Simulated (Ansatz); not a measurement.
`N[SiH2][O][SnH3]`, relaxed with RKS PBE-D4/def2-SVP in Ansatz from a rough embedded geometry. The force threshold is 0.03 eV/Å; the program also tests the step.

Charge 0, multiplicity 1. Sn: def2 effective core potential.

Start:

```xyz
11

N    -2.087    0.765   -1.087
Si   -0.457    0.539   -0.479
O    -0.513   -0.687    0.682
Sn    1.309   -0.983    1.341
H    -2.020    1.556   -1.853
H    -2.395   -0.068   -1.631
H     0.427    0.132   -1.575
H    -0.010    1.751    0.150
H     2.393   -1.378   -0.066
H     1.435   -2.205    2.514
H     1.917    0.578    2.004
```

(1) By how much does the energy fall, and how many steps does the optimiser take? (Best estimate.)

(2) Which bonds change most? (Best estimate.)

(3) Give the relaxed structure. (An estimate is asked.)

## Answers

(1) The calculation gave: 68.04 kJ/mol, in 11 steps.

(2) Ansatz gave: Sn4–H9 from 1.820 to 1.730 Å; N1–H5 from 1.103 to 1.024 Å; Sn4–H11 from 1.802 to 1.729 Å; Si2–H8 from 1.436 to 1.505 Å.

(3) The calculation gave: 
```xyz
11

N    -1.962    0.667   -1.412
Si   -0.366    0.774   -0.740
O    -0.145   -0.141    0.646
Sn    1.474   -1.017    1.455
H    -2.729    1.127   -0.915
H    -2.281   -0.231   -1.786
H     0.594    0.304   -1.805
H    -0.152    2.231   -0.428
H     2.448   -1.626    0.162
H     0.814   -2.268    2.440
H     2.306    0.181    2.384
```
